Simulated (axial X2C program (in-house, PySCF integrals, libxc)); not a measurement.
**CaTe⁺: cheaper levels and CCSD(T), 2c**

Computed with an in-house relativistic program for diatomic molecules. Two-component (2c) means X2C with spin–orbit coupling and atomic mean-field two-electron Coulomb and Gaunt terms. Basis: Te dyall-cv3z [11s12p8d4f1g], Ca dyall-cv3z [11s12p6d4f] (cores contracted in-house); Gaussian nuclei, density fitting, unrestricted open shells. Masses: Te 129.906 u, Ca 39.963 u.

State: Ω = 3/2 (⟨Sz⟩ = 0.50, ⟨Lz⟩ = 1.00 at HF); fragments Te + Ca+.

| level | Re (Å) | ωe (cm⁻¹) | De (eV) |
| --- | --- | --- | --- |
| PBE0 | 2.796 | 261.9 | 2.25 |
| CCSD | 2.877 | 248.5 | 1.79 |
| PBE50 | 2.793 | 267.7 | 2.11 |

Correlated methods: 7 electrons correlated (number of frozen shells: Te 4 s, 3 p, 2 d; Ca 3 s, 2 p), 301 virtual spin orbitals or spinors in MP2, 84 natural virtuals in coupled cluster.

CCSD(T), same Hamiltonian and basis:

Re = 2.880 Å, ωe = 247.2 cm⁻¹, De = 1.86 eV; T1 = 0.011 (Lee–Taylor normalisation).

(1) Give the differences from CCSD(T) in the columns below.

The state is a single determinant with fixed occupations, the lowest that a limited PBE0 search found. Dissociation energies refer to the lowest single-determinant-based atoms at the same level and basis. Density functionals use the spin component along the axis (collinear). CCSD and (T) use frozen natural virtuals with an MP2 correction for the truncation; (T) itself is uncorrected, so its De runs slightly low. Without a current term, density functionals place determinants with orbital angular momentum somewhat too high. The outer-core s and p shells of the metal are frozen in the correlated rows, which leaves out core–valence correlation; for alkali and alkaline-earth bonds that tends to lengthen them. With the outer-core shells frozen, correlated bond lengths of heavy atoms tend to come out a few hundredths of an ångström too long.

Answers

(1) 

```json
{"level": "PBE0", "ΔRe (Å)": "-0.084", "Δωe (cm⁻¹)": "14.7", "ΔDe (eV)": "0.39"}
{"level": "CCSD", "ΔRe (Å)": "-0.003", "Δωe (cm⁻¹)": "1.3", "ΔDe (eV)": "-0.07"}
{"level": "PBE50", "ΔRe (Å)": "-0.087", "Δωe (cm⁻¹)": "20.5", "ΔDe (eV)": "0.25"}
```
